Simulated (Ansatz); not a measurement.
Basis sets compared for Cd9S8Cl2. Charge 0, multiplicity 1. Geometry PBE-D4/def2-SVP. Ansatz on 2 threads of AMD EPYC 7R13 on a shared host and a share (18 GiB) of an NVIDIA H100 80GB HBM3; times are rough, and most runs start from earlier orbitals.

Cartesian coordinates in Å:
```
S -0.054 2.239 -4.165
S 2.833 -0.090 -1.645
S -2.194 1.465 3.197
S 1.825 -0.899 2.758
S -0.807 0.847 -0.385
S -0.046 -2.337 -3.205
S -2.082 -2.807 1.230
S 1.206 -4.266 -0.082
Cd -0.886 3.014 -2.118
Cd -1.140 2.813 1.299
Cd 1.706 0.423 0.484
Cd 0.495 0.135 -3.018
Cd 2.041 -2.439 -1.554
Cd 0.119 0.676 3.428
Cd -2.209 -0.379 1.392
Cd 0.507 -2.766 1.744
Cd -1.010 -2.994 -1.051
Cl -1.688 4.625 -0.356
Cl 1.385 2.740 2.049
```

In the def2 sets Cd takes a core potential; there is no spin–orbit coupling. Single mean-field runs in def2-SVP, def2-TZVP are fitted with def2-universal-jkfit.

Binding counts from free atoms (S triplet, Cd singlet, Cl doublet) in the same basis, without a counterpoise term.

| level | functions | energy (Eh) | HOMO (eV) | LUMO (eV) | binding per atom (eV) | wall time |
| --- | --- | --- | --- | --- | --- | --- |
| PBE-D4/def2-SVP | 459 | -5613.3445 | -5.38 | -3.86 | 2.33 | 5.5 s |
| PBE0-D4/def2-SVP | 459 | -5613.6126 | -6.41 | -3.20 | 2.33 | 6 s |

Question: Estimate the rows for PBE-D4/def2-TZVP (with forces), PBE0-D4/def2-TZVP (with forces).

Answer: 
```csv
level,functions,energy (Eh),HOMO (eV),LUMO (eV),binding per atom (eV),wall time
PBE-D4/def2-TZVP (with forces),730,-5615.1010,-5.40,-3.82,2.26,8.6 s
PBE0-D4/def2-TZVP (with forces),730,-5615.3413,-6.41,-3.13,2.27,12 s
```
